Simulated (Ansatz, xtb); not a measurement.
## C6H7ClS: which of two isomers lies lower

We compare X, `CCc1sccc1Cl`, a singlet, with Y, `CCc1cc(Cl)cs1`, a singlet. Both are isolated molecules in the gas phase, relaxed with r2SCAN-D4/def2-SVP; the shapes shown needn't be the lowest conformers.

X (Å):

```xyz
15

C    -3.1417   -0.3843   -2.3841
C    -2.8507   -1.2299   -1.1397
C    -2.3892   -0.4109    0.0240
C    -1.0545    0.8894    1.7032
C    -2.4059    1.0494    1.8842
C    -3.1512    0.3100    0.9208
Cl   -4.8870    0.3122    0.8710
S    -0.7099   -0.1536    0.3734
H    -3.9207    0.3629   -2.1686
H    -3.4915   -1.0165   -3.2152
H    -2.2390    0.1524   -2.7149
H    -2.0984   -2.0021   -1.3716
H    -3.7661   -1.7640   -0.8322
H    -0.2410    1.3208    2.2862
H    -2.8612    1.6598    2.6651
```

Y (Å):

```xyz
15

C    -1.3817   -1.1259   -0.7953
C    -1.5572   -0.9153    0.7108
C    -1.1709    0.4543    1.1805
C    -1.9705    1.4300    1.7307
C    -1.2458    2.6197    2.0366
C     0.0899    2.5559    1.7220
Cl   -1.9939    4.0143    2.7413
S     0.4709    1.0177    1.0405
H    -1.9813   -0.4001   -1.3664
H    -1.6947   -2.1401   -1.0880
H    -0.3294   -0.9979   -1.0948
H    -0.9729   -1.6755    1.2603
H    -2.6106   -1.0750    0.9948
H    -3.0392    1.3089    1.9159
H     0.8502    3.3234    1.8564
```

Question: Estimate which is lower in electronic energy at CCSD(T)/def2-SVP + ΔMP2/def2-TZVPP, and by roughly how much.

Answer: Too close to call at this level: CCSD(T)/def2-SVP + ΔMP2/def2-TZVPP gives E(Y) − E(X) = +0.049 eV.

Level by level:

```tsv
level	geometry	E(Y) − E(X) (eV)	departure from the last row (eV)	job, with rough time for the two
GFN2-xTB	GFN2-xTB	+0.004	−0.044	optimisation, 0.21 s
HF/STO-3G	GFN2-xTB	+0.015	−0.033	single point, 0.54 s
r2SCAN-D4/def2-SVP//GFN2-xTB	GFN2-xTB	+0.062	+0.014	single point, 5.3 s
r2SCAN-D4/def2-SVP	r2SCAN-D4/def2-SVP	+0.056	+0.007	optimisation, 84 s
HF/def2-SVP	r2SCAN-D4/def2-SVP	+0.018	−0.030	part of the CCSD(T) run
MP2/def2-SVP	r2SCAN-D4/def2-SVP	+0.066	+0.018	part of the CCSD(T) run
CCSD(T)/def2-SVP	r2SCAN-D4/def2-SVP	+0.055	+0.006	single point
CCSD(T)/def2-SVP + ΔMP2/def2-TZVPP	r2SCAN-D4/def2-SVP	+0.049		single point, 2.2 min
```

As drawn, both hold the same kinds of bond in the same numbers.

GFN2-xTB, HF/STO-3G, HF/def2-SVP find them nearly level. The largest departure from CCSD(T)/def2-SVP + ΔMP2/def2-TZVPP is that of GFN2-xTB, 0.044 eV. The last row adds to CCSD(T) the change of the MP2 difference between the two basis sets, here −0.006 eV.

With thermal terms from frequencies at re-optimised GFN2-xTB minima (ideal gas, soft modes damped towards free rotors, one conformer each, 298.15 K, 1 atm): on the last row, ΔE + ΔZPE = +0.048, ΔH = +0.048, ΔG = +0.049 eV.

The correlated steps freeze 16 core orbitals. Programs: Ansatz 0.2.0, xtb 6.7.1; the last row on 4 threads of Arm Neoverse V1 on a shared host.
